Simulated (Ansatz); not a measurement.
A single point on `[SiH3]C[SeH]`.

```yaml
crystal:
  periodic: [false, false, false]
  atoms:
    - {symbol: Si, position_ang: [-0.888567, -0.022692, -0.615960]}
    - {symbol: C, position_ang: [0.886364, 0.275266, -0.094032]}
    - {symbol: Se, position_ang: [1.361629, -0.814525, 1.460462]}
    - {symbol: H, position_ang: [-1.065696, -1.442431, -1.009482]}
    - {symbol: H, position_ang: [-1.248710, 0.855842, -1.764279]}
    - {symbol: H, position_ang: [-1.792109, 0.289818, 0.522920]}
    - {symbol: H, position_ang: [1.568585, -0.050651, -0.882247]}
    - {symbol: H, position_ang: [1.094990, 1.324316, 0.117264]}
    - {symbol: H, position_ang: [0.172113, -0.461343, 2.248153]}
basis:
  gaussian: {orbitals: def2-TZVPP}
hamiltonian: {xc: pbe}
correlation: {method: rpa}
```

```sh
$ ansatz run in.yaml --threads 2 --pin off --events-out ev --progress --plain --max-ram 4352MiB
```

Shortened log:

```
Functional definition: PBE
  name "PBE"
  cite "Perdew, Burke & Ernzerhof, Phys. Rev. Lett. 77, 3865 (1996) doi:10.1103/PhysRevLett.77.3865"
  parent pbe
  parameter kappa = 0.804
  parameter beta = 0.06672455060314922
  exchange = pbe_x(kappa = kappa, mu = beta*pi^2/3)
  correlation = pbe_c(beta = beta)
1204 factors; integrals over basis functions are off by at most 1.0e-3 eV
mean field evaluation 1: about -74338.4084 eV, gradient 6.1e1 eV
mean field evaluation 2: about -74338.4010 eV, gradient 6.1e1 eV
mean field evaluation 4: about -74346.2405 eV, gradient 1.5e1 eV
mean field evaluation 8: about -74346.9076 eV, gradient 3.7e-1 eV
mean field evaluation 16: about -74346.9080 eV, gradient 8.2e-5 eV
mean field -74346.90803149 eV, -2732.1984760129 hartree, gradient 1.2e-6 eV, S^2 0.000000; 0 other end points of the search recorded, 0 dependent functions left out
15 core orbitals not correlated: weight in the atoms' cores, before any rotation towards them, 1.000 or more for the frozen orbitals, at most 0.000 for the correlated occupied ones
reference -74290.10714222 eV, -2730.1110818335 hartree; 15, 15 occupied and 175, 175 virtual orbitals, 1204 factors
Total energy: -74317.18662229 eV, -2731.1062343707 hartree
```

Hardware: 2 threads of an Arm Neoverse V1 on a shared host. Wall time 6 s, peak host memory 0.39 GiB.
